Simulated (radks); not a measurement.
Results of a calculation; reference values are marked as such.
Q: Ir3+, configuration [Xe] 4f14 5d6. Code: a radial shooting solver on a logarithmic mesh with Libxc functionals. Model: Dirac Kohn-Sham, PBEsol, spin-unpolarised, spherical densities, point nucleus; open shells fill j = l - 1/2 first.

Spin-orbit splittings of the eigenvalues, e(l+1/2) - e(l-1/2), with zeta = 2 splitting/(2l+1) and mean radii in bohr:

shell  occ.  splitting (eV)  zeta (eV)  <r> j=l-1/2  <r> j=l+1/2
2p        6            1627       1085      0.06018      0.06849
3p        6           356.2      237.5       0.1801       0.1954
3d       10           76.98      30.79       0.1705       0.1752
4p        6           84.34      56.23       0.4267       0.4605
4d       10           15.65      6.262       0.4720       0.4833
4f       14           3.122     0.8921       0.5311       0.5388
5p        6           13.77      9.183        1.060        1.155
5d        6               ?          ?        1.522        1.567
6p        0           1.893      1.262        2.767        2.974

Estimate the 5d splitting.

A: 1.449 eV (zeta = 0.5795 eV).
